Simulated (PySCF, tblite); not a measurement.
Isomers of C5H8ClF2 (doublet state), one GFN2-xTB conformer each. Single-point energies are computed at B3LYP/pcH-1 (PySCF, gas phase, no added dispersion term), electronic only. GFN2-xTB treats the open shell by occupation alone, and not every SCF solution was tested for stability.

```
               SMILES  GFN2-xTB relative energy (kcal/mol)
[CH2]C[C@H](Cl)CC(F)F                                 10.6
 C[CH][C@H](Cl)CC(F)F                                  0.0
```

Conformers: `[CH2:1][CH2:2][C@H:3]([Cl:4])[CH2:5][CH:6]([F:7])[F:8]` (doublet state) with H–C1–C2–C3 -40° and 150°, C1–C2–C3–Cl4 63°, C2–C3–C5–C6 -174°, C3–C5–C6–F7 -176°; `[CH3:1][CH:2][C@H:3]([Cl:4])[CH2:5][CH:6]([F:7])[F:8]` (doublet state) with C1–C2–C3–Cl4 -81°, C2–C3–C5–C6 -179°, C3–C5–C6–F7 65°.

Q: What does B3LYP/pcH-1 give for the same structures?

A: 
```json
{"SMILES": "C[CH][C@H](Cl)CC(F)F", "B3LYP/pcH-1 E (Eh)": "-855.22097", "B3LYP/pcH-1 (kcal/mol)": "0.0", "GFN2-xTB (kcal/mol)": "0.0", "point group": "C1"}
{"SMILES": "[CH2]C[C@H](Cl)CC(F)F", "B3LYP/pcH-1 E (Eh)": "-855.20906", "B3LYP/pcH-1 (kcal/mol)": "7.5", "GFN2-xTB (kcal/mol)": "10.6", "point group": "C1"}
```

Both levels put the same isomer lowest. 

Q: What happens when harmonic zero-point energies from GFN2-xTB frequencies are added?

A: 
```
               SMILES  ZPE (kcal/mol)  electronic (kcal/mol)  with ZPE (kcal/mol)
 C[CH][C@H](Cl)CC(F)F            74.1                    0.0                  0.0
[CH2]C[C@H](Cl)CC(F)F            73.8                    7.5                  7.2
```

The zero-point energies span 0.3 kcal/mol. The order is unchanged.
